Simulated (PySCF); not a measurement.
Vertical excitations of a molecule C3H4F2Si from PySCF with TDDFT-CAM-B3LYP/def2-SVPD, as energy in eV (oscillator strength): 6.11 (0.001), 6.46 (0.012), 6.56 (0.002), 7.75 (0.116), 7.91 (0.004), 8.13 (0.134), 8.40 (0.032), 8.68 (0.158), 8.77 (0.020), 8.78 (0.018). Lowest triplet (TDA): 5.10 eV. Coordinates come from a PBE0-D3(BJ)/def2-SVP optimisation. Other conformers were not sampled.

Q: Which structure fits?
(A) C=C=C(F)[SiH2]F
(B) C#C[SiH2]C(F)F
(C) C#C[Si@@H](F)CF
(D) C#CC(F)(F)[SiH3]

A: D, C#CC(F)(F)[SiH3]
